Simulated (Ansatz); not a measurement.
Single points on Cu2Cl2.

```yaml
crystal:
  periodic: [false, false, false]
  atoms:
    - {symbol: Cu, position_ang: [-0.886356, -0.632854, -0.332370]}
    - {symbol: Cu, position_ang: [0.886718, 0.633071, 0.332575]}
    - {symbol: Cl, position_ang: [-0.285731, 1.197479, -1.519027]}
    - {symbol: Cl, position_ang: [0.285359, -1.197686, 1.518821]}
basis:
  gaussian: {orbitals: STO-3G}
hamiltonian: {xc: hf}
scf: {omitted_lower_state_checks: [starts]}
output: {orbitals: {seedname: orbitals}}
```

The file start.molden holds the orbitals of an earlier run on this structure, at another level or in another basis.

```sh
$ ansatz run in.yaml --threads 4 --pin off --events-out ev --progress --plain --max-ram 4787MiB
```

It prints (some lines left out):

```
Functional definition: HF
513 factors; integrals over basis functions are off by at most 4.4e-4 eV
mean field evaluation 1: about -112557.4648 eV, gradient 3.0e2 eV
mean field evaluation 2: about -112557.8876 eV, gradient 3.0e2 eV
mean field evaluation 4: about -112586.2431 eV, gradient 2.7e2 eV
mean field evaluation 8: about -112660.7126 eV, gradient 2.2e2 eV
mean field evaluation 16: about -112917.5958 eV, gradient 2.1e1 eV
mean field evaluation 32: about -112922.1757 eV, gradient 1.6e-5 eV
mean field -112922.17569032 eV, -4149.8134152194 hartree, gradient 5.1e-6 eV, S^2 0.000000; 0 other end points of the search recorded, 0 dependent functions left out
reference -112922.17569032 eV, -4149.8134152194 hartree; 46, 46 occupied and 8, 8 virtual orbitals, 513 factors
Total energy: -112922.17569032 eV, -4149.8134152194 hartree
Checks for a lower state left out: starts
```

Hardware: 4 threads of Arm Neoverse V2 on a shared host. Wall time 0.8 s.

The first input with `gaussian: {orbitals: def2-TZVP, initial_orbitals: start.molden}`, `hamiltonian: {xc: pbe}`, `correlation: {method: rpa, frozen_orbitals: {Cl: 5, Cu: 9}}` and without the key `output` (abridged; 3.7 s):

```
Functional definition: PBE
mean field -114308.40310803 eV, -4200.7563332016 hartree, gradient 1.5e-6 eV, S^2 0.000000
28 core orbitals not correlated: weight in the atoms' cores, before any rotation towards them, 1.000 or more for the frozen orbitals, at most 0.000 for the correlated occupied ones
Total energy: -114249.05791507 eV, -4198.5754375858 hartree
Checks for a lower state left out: starts
```

As the first input, with `gaussian: {orbitals: def2-SVP, initial_orbitals: start.molden}`, `hamiltonian: {xc: pbe, dispersion: d4}` (abridged; 1.1 s):

```
Functional definition: PBE
mean field -114286.04556793 eV, -4199.9347087575 hartree, gradient 1.1e-5 eV, S^2 0.000000
Total energy: -114286.20907158 eV, -4199.9407174057 hartree
Checks for a lower state left out: starts
```

As the first input, with `gaussian: {orbitals: def2-TZVP, initial_orbitals: start.molden}`, `hamiltonian: {xc: {name: BHLYP}, dispersion: d4}` (abridged; 3.5 s):

```
Functional definition: BHLYP
mean field -114328.53298063 eV, -4201.4960923750 hartree, gradient 3.8e-5 eV, S^2 0.000000
Total energy: -114328.80006823 eV, -4201.5059076634 hartree
Checks for a lower state left out: starts
```

First input, but with `gaussian: {orbitals: def2-TZVP, initial_orbitals: start.molden}`, `hamiltonian: {xc: {name: BLYP}, dispersion: d4}` (abridged; 1.8 s):

```
Functional definition: BLYP
mean field -114336.83960765 eV, -4201.8013552876 hartree, gradient 1.2e-5 eV, S^2 0.000000
Total energy: -114337.18924756 eV, -4201.8142043176 hartree
Checks for a lower state left out: starts
```

First input, but with `gaussian: {orbitals: def2-TZVPD, initial_orbitals: start.molden}`, `hamiltonian: {xc: r2scan, dispersion: d4}` (abridged; 6 s):

```
Functional definition: r2SCAN
mean field -114329.67295667 eV, -4201.5379857220 hartree, gradient 2.4e-5 eV, S^2 0.000000
Total energy: -114329.70517928 eV, -4201.5391698811 hartree
Checks for a lower state left out: starts
```

The first input with `gaussian: {orbitals: def2-TZVPD, initial_orbitals: start.molden}`, `hamiltonian: {xc: pbe, dispersion: d4}` (abridged; 2.5 s):

```
Functional definition: PBE
mean field -114308.50709295 eV, -4200.7601545771 hartree, gradient 1.3e-5 eV, S^2 0.000000
Total energy: -114308.67060084 eV, -4200.7661633810 hartree
Checks for a lower state left out: starts
```

Geometry: r2SCAN-D4/def2-SVP.

Correlated methods freeze 28 core orbitals. The structure comes from a short search, and lower isomers may exist.
